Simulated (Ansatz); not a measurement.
Basis sets compared for `CC1(C)c2ccccc2-c2ccccc21`. Total charge 0; singlet. Geometry PBE0-D4/def2-SVP. Ansatz on 4 threads of Arm Neoverse V1 on a shared host; times are rough, and most runs start from earlier orbitals.

```xyz
29

C    -1.288   -1.545    1.348
C    -0.660   -0.994    0.062
C    -0.996   -1.895   -1.132
C    -1.097    0.438   -0.191
C    -2.378    0.929   -0.412
C    -2.552    2.299   -0.626
C    -1.456    3.165   -0.617
C    -0.169    2.678   -0.396
C     0.005    1.311   -0.183
C     1.213    0.525    0.069
C     2.549    0.909    0.173
C     3.512   -0.068    0.424
C     3.144   -1.408    0.568
C     1.805   -1.792    0.464
C     0.842   -0.823    0.215
H    -1.050   -0.902    2.209
H    -0.913   -2.558    1.561
H    -2.383   -1.603    1.253
H    -0.548   -1.506   -2.058
H    -0.617   -2.916   -0.968
H    -2.086   -1.959   -1.277
H    -3.242    0.259   -0.420
H    -3.555    2.697   -0.801
H    -1.610    4.234   -0.786
H     0.687    3.357   -0.391
H     2.840    1.957    0.061
H     4.564    0.216    0.508
H     3.911   -2.161    0.763
H     1.527   -2.844    0.579
```

Binding counts from free atoms (C triplet, H doublet) in the same basis, without a counterpoise term.

```
           level  functions  energy (Eh)  HOMO (eV)  LUMO (eV)  binding per atom (eV)  wall time
 PBE-D4/def2-SVP        280    -578.9184      -5.35      -1.70                   5.32      6.5 s
PBE0-D4/def2-SVP        280    -578.9889      -6.24      -0.92                   5.23       13 s
```

Task: Estimate the rows for PBE-D4/def2-TZVP, PBE0-D4/def2-TZVP (with forces).

Result: 
| level | functions | energy (Eh) | HOMO (eV) | LUMO (eV) | binding per atom (eV) | wall time |
| --- | --- | --- | --- | --- | --- | --- |
| PBE-D4/def2-TZVP | 549 | -579.5241 | -5.40 | -1.81 | 5.25 | 18 s |
| PBE0-D4/def2-TZVP (with forces) | 549 | -579.5865 | -6.25 | -1.01 | 5.15 | 60 s |
